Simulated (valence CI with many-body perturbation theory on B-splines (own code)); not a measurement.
## E1 line list for Xe49+

Calculated by valence CI with perturbative core correlation (CI+MBPT): three valence electrons over a frozen Dirac-Fock core [He], radial functions for each j: 11 s, 11 p, 9 d, 7 f, 5 g, 2 h, 1 i, with the one-electron correlation potential Σ1 (screened to all orders), the two-electron term Σ2, the three-electron term Σ3, Breit, model QED; selected single and double excitations, second order for the rest (own B-spline code, finite nucleus).

The last digits are not significant, and no measured levels were compared; by estimate large intervals hold to a few tenths of a per cent, small ones and those within an open d or f shell to about a per cent.

Lines 151 to 200 of 281 in falling wavelength, among levels below 6091.0 eV, chosen from the strongest by gf and those to the six lowest levels. Wavelengths and rates use the calculated energies. Electric multipoles are in the length gauge, E1 and E2 with the static RPA response of the core. Weak lines are less certain than strong ones. Lines between different terms over intervals too small for the method are left out, as are lines whose strength nearly cancels. The highest levels of a list are the least certain.

Levels are named by their leading jj configuration (3d3/2^4 stands for four electrons in 3d with j = 3/2), which in mixed levels can hold well under half, so a name can repeat and another be missing. Letters in brackets count levels of one name in rising energy.

| λ vac (nm) | Upper | Lower | A (s⁻¹) | log gf | Branch % |
| --- | --- | --- | --- | --- | --- |
| 0.2461 | (2s 2p3/2 3d5/2) J=3/2 [b] | (2s 2p3/2^2) J=1/2 | 2.81e+14 | 0.01 | 65.2 |
| 0.2459 | (2s 2p3/2 3d5/2) J=5/2 [a] | (2s 2p3/2^2) J=5/2 | 2.87e+14 | 0.19 | 85.1 |
| 0.2459 | (2s 2p1/2 3d5/2) J=7/2 | (2s 2p1/2 2p3/2) J=5/2 | 3.99e+14 | 0.46 | 100.0 |
| 0.2458 | (2p1/2 2p3/2 3p1/2) J=5/2 | (2s 2p3/2^2) J=5/2 | 3.15e+13 | -0.77 | 13.8 |
| 0.2457 | (2s 2p1/2 3d3/2) J=1/2 | (2s 2p1/2 2p3/2) J=3/2 [a] | 1.01e+13 | -1.74 | 1.4 |
| 0.2457 | (2s 2p3/2 3d5/2) J=3/2 [a] | (2s 2p3/2^2) J=5/2 | 5.52e+13 | -0.70 | 19.9 |
| 0.2455 | (2s 2p1/2 3d3/2) J=3/2 [b] | (2s 2p1/2 2p3/2) J=3/2 [a] | 5.36e+13 | -0.71 | 9.8 |
| 0.2454 | (2s 2p3/2 3d5/2) J=7/2 [a] | (2s 2p3/2^2) J=5/2 | 5.94e+14 | 0.63 | 95.9 |
| 0.2454 | (2s 2p1/2 3d5/2) J=3/2 | (2s 2p1/2 2p3/2) J=5/2 | 1.55e+12 | -2.25 | 0.4 |
| 0.2454 | (2s 2p1/2 3d5/2) J=5/2 [b] | (2s 2p1/2 2p3/2) J=5/2 | 3.98e+13 | -0.67 | 9.9 |
| 0.2453 | (2s 2p1/2 3d5/2) J=5/2 [a] | (2s 2p1/2 2p3/2) J=3/2 [a] | 3.65e+14 | 0.30 | 86.1 |
| 0.2451 | (2s^2 3d5/2) J=5/2 | (2s^2 2p3/2) J=3/2 | 4.33e+14 | 0.37 | 100.0 |
| 0.2442 | (2s 2p3/2 3d3/2) J=5/2 [b] | (2s 2p3/2^2) J=5/2 | 2.18e+13 | -0.93 | 6.3 |
| 0.2441 | (2p1/2^2 3p1/2) J=1/2 | (2s 2p1/2 2p3/2) J=3/2 [a] | 1.88e+12 | -2.47 | 8.2 |
| 0.2439 | (2s 2p1/2 3d5/2) J=3/2 | (2s 2p1/2 2p3/2) J=3/2 [a] | 1.17e+13 | -1.38 | 2.9 |
| 0.2439 | (2s 2p1/2 3d5/2) J=5/2 [b] | (2s 2p1/2 2p3/2) J=3/2 [a] | 3.52e+13 | -0.73 | 8.8 |
| 0.2433 | (2s 2p3/2 3d5/2) J=7/2 [b] | (2s 2p3/2^2) J=5/2 | 1.50e+14 | 0.03 | 95.1 |
| 0.2428 | (2p1/2^2 3p3/2) J=3/2 | (2s 2p1/2 2p3/2) J=3/2 [b] | 5.72e+11 | -2.69 | 0.5 |
| 0.2424 | (2s 2p3/2 3s) J=3/2 [a] | (2s 2p1/2 2p3/2) J=3/2 [b] | 8.86e+11 | -2.51 | 1.2 |
| 0.2422 | (2s 2p1/2 3p3/2) J=5/2 | (2s^2 2p3/2) J=3/2 | 7.28e+12 | -1.42 | 88.7 |
| 0.2417 | (2s 2p1/2 3s) J=1/2 [a] | (2s 2p1/2^2) J=1/2 | 9.57e+12 | -1.78 | 15.8 |
| 0.2409 | (2s 2p1/2 3s) J=3/2 | (2s 2p1/2^2) J=1/2 | 1.58e+13 | -1.26 | 25.4 |
| 0.2409 | (2s 2p3/2 3s) J=5/2 | (2s 2p1/2 2p3/2) J=5/2 | 1.24e+13 | -1.19 | 28.1 |
| 0.2400 | (2s 2p3/2 3s) J=3/2 [a] | (2s 2p1/2 2p3/2) J=5/2 | 8.60e+12 | -1.53 | 11.3 |
| 0.2400 | (2s 2p3/2 3s) J=1/2 | (2s 2p1/2 2p3/2) J=3/2 [b] | 2.16e+13 | -1.43 | 23.9 |
| 0.2399 | (2s 2p1/2 3s) J=1/2 [b] | (2s 2p1/2^2) J=1/2 | 2.21e+12 | -2.42 | 4.7 |
| 0.2398 | (2s 2p3/2 3s) J=3/2 [b] | (2s 2p1/2 2p3/2) J=3/2 [b] | 6.86e+12 | -1.63 | 15.8 |
| 0.2394 | (2s 2p3/2 3s) J=5/2 | (2s 2p1/2 2p3/2) J=3/2 [a] | 5.94e+12 | -1.51 | 13.5 |
| 0.2393 | (2s^2 3s) J=1/2 | (2s^2 2p1/2) J=1/2 | 1.82e+13 | -1.51 | 27.0 |
| 0.2391 | (2s^2 3p3/2) J=3/2 | (2s 2p1/2^2) J=1/2 | 6.53e+12 | -1.65 | 55.9 |
| 0.2386 | (2s 2p3/2 3s) J=3/2 [a] | (2s 2p1/2 2p3/2) J=3/2 [a] | 3.00e+12 | -1.99 | 4.0 |
| 0.2341 | (2p1/2 2p3/2 3d3/2) J=3/2 [a] | (2p1/2^2 2p3/2) J=3/2 | 6.77e+13 | -0.65 | 53.5 |
| 0.2341 | (2p1/2 2p3/2 3d3/2) J=5/2 [a] | (2p1/2^2 2p3/2) J=3/2 | 2.70e+13 | -0.88 | 57.8 |
| 0.2339 | (2s 2p3/2 3d3/2) J=5/2 [a] | (2s 2p1/2 2p3/2) J=3/2 [b] | 1.91e+12 | -2.03 | 0.4 |
| 0.2338 | (2s 2p3/2 3d3/2) J=1/2 [a] | (2s 2p1/2 2p3/2) J=3/2 [b] | 1.00e+13 | -1.78 | 1.8 |
| 0.2330 | (2p1/2 2p3/2 3d3/2) J=5/2 [b] | (2p1/2^2 2p3/2) J=3/2 | 4.31e+14 | 0.32 | 95.6 |
| 0.2329 | (2s 2p1/2 3d3/2) J=3/2 [a] | (2s 2p1/2^2) J=1/2 | 4.26e+13 | -0.86 | 39.8 |
| 0.2328 | (2p1/2 2p3/2 3d3/2) J=3/2 [b] | (2p1/2^2 2p3/2) J=3/2 | 3.58e+14 | 0.07 | 85.4 |
| 0.2328 | (2p1/2 2p3/2 3p1/2) J=1/2 | (2s 2p1/2 2p3/2) J=3/2 [b] | 6.65e+12 | -1.97 | 16.7 |
| 0.2326 | (2p1/2 2p3/2 3p1/2) J=3/2 [a] | (2s 2p1/2 2p3/2) J=1/2 | 7.32e+13 | -0.62 | 69.5 |
| 0.2326 | (2p1/2 2p3/2 3p1/2) J=3/2 [a] | (2s 2p1/2 2p3/2) J=3/2 [b] | 4.04e+12 | -1.88 | 3.8 |
| 0.2324 | (2p1/2 2p3/2 3d3/2) J=1/2 [b] | (2p1/2^2 2p3/2) J=3/2 | 5.00e+14 | -0.09 | 89.3 |
| 0.2323 | (2s 2p3/2 3d5/2) J=5/2 [a] | (2s 2p1/2 2p3/2) J=3/2 [b] | 2.55e+12 | -1.91 | 0.8 |
| 0.2322 | (2p1/2 2p3/2 3p1/2) J=5/2 | (2s 2p1/2 2p3/2) J=3/2 [b] | 1.66e+14 | -0.09 | 72.9 |
| 0.2322 | (2p1/2 2p3/2 3d5/2) J=3/2 | (2p1/2^2 2p3/2) J=3/2 | 8.16e+13 | -0.58 | 19.3 |
| 0.2322 | (2s 2p3/2 3d5/2) J=3/2 [a] | (2s 2p1/2 2p3/2) J=1/2 | 4.09e+13 | -0.88 | 14.7 |
| 0.2322 | (2s 2p3/2 3d5/2) J=3/2 [a] | (2s 2p1/2 2p3/2) J=3/2 [b] | 4.28e+13 | -0.86 | 15.4 |
| 0.2322 | (2p1/2 2p3/2 3d5/2) J=5/2 [a] | (2p1/2^2 2p3/2) J=3/2 | 4.78e+13 | -0.63 | 10.9 |
| 0.2322 | (2s 2p1/2 3p1/2) J=1/2 [a] | (2s^2 2p1/2) J=1/2 | 4.75e+13 | -1.11 | 98.2 |
| 0.2317 | (2s 2p3/2 3d3/2) J=5/2 [a] | (2s 2p1/2 2p3/2) J=5/2 | 2.68e+14 | 0.11 | 54.0 |

Task: How does gf follow from A for the line at 0.2338 nm?

Result: gf = 1.4992 × (2J+1)_upper × A / σ², with σ = 42775885 cm⁻¹ and 2J+1 = 2: gf = 0.0165.
